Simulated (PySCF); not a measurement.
## Computed data sheet: phosphasilene FPSiF2, `FP=[Si](F)F`

Species: phosphasilene FPSiF2, F3PSi.
Structure used (PBE0-D3(BJ)/def2-SVP), in Å, numbered top down from 1:
```
atom  x, y, z in Å
F1     2.0645   -0.6111    0.6861
P2     1.4247   -0.1920   -0.7705
Si3   -0.5438    0.1445   -0.1302
F4    -1.6999    0.6025   -1.1457
F5    -1.2119    0.0221    1.3223
```

From PBE0-D3(BJ)/def2-SVP geometry optimisation, gas phase (PySCF):

| Property | Result |
| --- | --- |
| Point group | Cs |
| Rotational constants A, B, C | 5.776, 2.049, 1.513 GHz |

From CAM-B3LYP/def2-SVPD ground state, ΔSCF and vertical TDDFT (core frozen in the response) (PySCF):

| Item | Value |
| --- | --- |
| Dipole moment | 1.03 D |
| HOMO energy | -8.16 eV |
| LUMO energy | -1.12 eV |
| HOMO–LUMO gap | 7.04 eV |
| Lowest singlet excitation | 3.09 eV (401 nm, f = 0.007) |
| Strongest line among the 10 lowest singlet transitions | S6 at 6.79 eV (183 nm, f = 0.509) |
| Lowest triplet excitation (Tamm–Dancoff) | 2.49 eV |
| Static isotropic polarisability | 54.4 au |
| Vertical ionisation energy | 9.18 eV |
| Vertical electron affinity | 0.30 eV |
| Electronic spatial extent ⟨r²⟩ about the centre of nuclear charge | 663 bohr² |

From CAM-B3LYP/pcSseg-2 ground state and GIAO shieldings, non-relativistic (PySCF):

| Quantity | Value |
| --- | --- |
| Isotropic shieldings of nuclei other than C and H, by class | 269 (F5), 314 (F4), 626 (F1), 201 (Si3), 23 (P2) ppm |

Monoisotopic mass (most abundant isotopes): 115.9459 u.

1 of the 10 computed singlets lies in the visible range (750 to 380 nm, 1.65 to 3.26 eV), with an oscillator strength of 0.007. The dipole equals about 3.4 × 10⁻³⁰ C·m (1 D = 3.33564 × 10⁻³⁰ C·m). S1 lies 3.95 eV below the HOMO–LUMO gap; its leading configuration is HOMO→LUMO, weight 0.81. The rotational constants make it an asymmetric top with κ = (2B − A − C)/(A − C) = -0.75, nearer the prolate limit (−1). The vertical singlet–triplet gap S1 − T1 is 0.60 eV (TDDFT singlet less Tamm–Dancoff triplet; S1: HOMO→LUMO, weight 0.81; T1: HOMO→LUMO, weight 0.83). With B = h/(8π²I), that is 505.379 GHz u Å² over I, the principal moments of inertia are 87.5, 246.6 and 334.1 u Å² (most abundant isotopes). The largest Löwdin shares of the HOMO are 0.52 on P2, 0.28 on Si3 and 0.12 on F1. The ΔSCF ionisation energy exceeds −ε(HOMO) by 1.02 eV with CAM-B3LYP.

